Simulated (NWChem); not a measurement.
System: C$_{3}$H$_{6}$OSi; SMILES C1=C[SiH2]OC1

NWChem printed, in part:

```
             Northwest Computational Chemistry Package (NWChem) 7.3.0
             --------------------------------------------------------

                             Geometry "geometry" -> ""
                             -------------------------

 Output coordinates in angstroms (scale by  1.889725989 to convert to a.u.)

  No.       Tag          Charge          X              Y              Z
 ---- ---------------- ---------- -------------- -------------- --------------
    1 C                    6.0000     0.63253400     1.33359800     0.00000000
    2 C                    6.0000     1.34624500     0.19661900     0.00000000
    3 Si                  14.0000     0.10437400    -1.19128800     0.00000000
    4 O                    8.0000    -1.22400400    -0.15624800     0.00000000
    5 C                    6.0000    -0.86459600     1.20098400     0.00000000
    6 H                    1.0000     1.07428600     2.33789500     0.00000000
    7 H                    1.0000     2.43852300     0.19520400     0.00000000
    8 H                    1.0000     0.11670100    -2.07338300     1.20631300
    9 H                    1.0000     0.11670100    -2.07338300    -1.20631300
   10 H                    1.0000    -1.29430700     1.70910300    -0.88576600
   11 H                    1.0000    -1.29430700     1.70910300     0.88576600

 Effective nuclear repulsion energy (a.u.)     225.5075250245

                                 NWChem DFT Module
                                 -----------------

 Summary of "ao basis" -> "ao basis" (spherical)
 ------------------------------------------------------------------------------
       Tag                 Description            Shells   Functions and Types
 ---------------- ------------------------------  ------  ---------------------
 C                          def2-svp                 6       14   3s2p1d
 Si                         def2-svp                 8       18   4s3p1d
 O                          def2-svp                 6       14   3s2p1d
 H                          def2-svp                 3        5   2s1p

 in cosmo_initialize ...
 calling solv_data for solv:toluene

 solvent parameters
 solvname_short: toluene
 solvname_long:  toluene
 dielec:        2.3741
 dielecinf:     2.2383
 nonaqueous SMD model solvent descriptors
 dielec:        2.3741
 sola:          0.0000
 solb:          0.1400
 solc:          0.8570
 solg:         40.2000
 solh:          0.0000
 soln:          1.4961

[...]

                                COSMO-SMD solvation results
                                ---------------------------

             internal energy in gas <Psi(g)|H|Psi(g)> =      -482.070753853918
         internal energy in solvent <Psi(s)|H|Psi(s)> =      -482.070562048329
                               delta internal energy  =         0.000191805589 (    0.12 kcal/mol)
   total free energy in solvent <Psi(s)|H+V/2|Psi(s)> =      -482.073239753596
 polarization energy contribution <Psi(s)|V/2|Psi(s)> =        -0.002677705267 (   -1.68 kcal/mol)
    total free energy in solvent including G(SMD-CDS) =      -482.075471529146
                       G(SMD-CDS) energy contribution =        -0.002231775549 (   -1.40 kcal/mol)
     1 M fixed-concentration free energy of solvation =        -0.004717675228 (   -2.96 kcal/mol)

                       DFT Final Molecular Orbital Analysis
                       ------------------------------------

 Vector   21  Occ=2.000000D+00  E=-3.327852D-01
              MO Center=  3.1D-01, -1.9D-01,  1.3D-08, r^2= 3.0D+00
   Bfn.  Coefficient  Atom+Function         Bfn.  Coefficient  Atom+Function
  ----- ------------  ---------------      ----- ------------  ---------------
    50      0.331179   4 O  px               19      0.327968   2 C  py
    53      0.243344   4 O  px               36     -0.206123   3 Si px
    18      0.193864   2 C  px               22      0.165399   2 C  py
    80      0.138765   7 H  s                17     -0.136936   2 C  s
     5     -0.129945   1 C  py               37     -0.130525   3 Si py

 Vector   22  Occ=2.000000D+00  E=-3.074720D-01
              MO Center= -4.7D-02,  2.8D-01, -5.4D-09, r^2= 2.7D+00
   Bfn.  Coefficient  Atom+Function         Bfn.  Coefficient  Atom+Function
  ----- ------------  ---------------      ----- ------------  ---------------
    52      0.436492   4 O  pz               55      0.337975   4 O  pz
     6     -0.297012   1 C  pz               20     -0.276657   2 C  pz
     9     -0.206758   1 C  pz               23     -0.198436   2 C  pz
    86     -0.074942   8 H  s                91      0.074942   9 H  s
    85     -0.069030   8 H  s                90      0.069030   9 H  s

 Vector   23  Occ=2.000000D+00  E=-2.733210D-01
              MO Center= -2.2D-02,  9.4D-02, -7.9D-09, r^2= 4.0D+00
   Bfn.  Coefficient  Atom+Function         Bfn.  Coefficient  Atom+Function
  ----- ------------  ---------------      ----- ------------  ---------------
    52      0.297482   4 O  pz               20      0.284962   2 C  pz
     6      0.235299   1 C  pz               55      0.230513   4 O  pz
    23      0.203101   2 C  pz               95      0.194689  10 H  s
   100     -0.194689  11 H  s                86     -0.190093   8 H  s
    91      0.190093   9 H  s                66     -0.179257   5 C  pz

 Vector   24  Occ=0.000000D+00  E=-5.816580D-03
              MO Center=  7.6D-01,  6.6D-01,  6.8D-10, r^2= 2.8D+00
   Bfn.  Coefficient  Atom+Function         Bfn.  Coefficient  Atom+Function
  ----- ------------  ---------------      ----- ------------  ---------------
     9      0.625914   1 C  pz               23     -0.542415   2 C  pz
     6      0.445059   1 C  pz               20     -0.353088   2 C  pz
    41     -0.240019   3 Si pz               86      0.219397   8 H  s
    91     -0.219397   9 H  s                96      0.186131  10 H  s
   101     -0.186131  11 H  s                95      0.120976  10 H  s

[...]
```

Level: PBE0/def2-SVP, SMD on the gas-phase geometry. Structure relaxed at the PBE0/def2-SVP level. Solvent: toluene.

Question: Reconstruct the input file.

Answer: One answer among several that fit: the input that was run:
```
start job
memory heap 200 mb stack 900 mb global 1100 mb
geometry units angstroms noautosym nocenter noautoz
  C      0.632534     1.333598     0.000000
  C      1.346245     0.196619     0.000000
  Si     0.104374    -1.191288     0.000000
  O     -1.224004    -0.156248     0.000000
  C     -0.864596     1.200984     0.000000
  H      1.074286     2.337895     0.000000
  H      2.438523     0.195204     0.000000
  H      0.116701    -2.073383     1.206313
  H      0.116701    -2.073383    -1.206313
  H     -1.294307     1.709103    -0.885766
  H     -1.294307     1.709103     0.885766
end
basis spherical
  * library def2-svp
end
dft
  xc pbe0
  iterations 150
end
cosmo
  do_cosmo_smd true
  solvent toluene
end
task dft energy
```
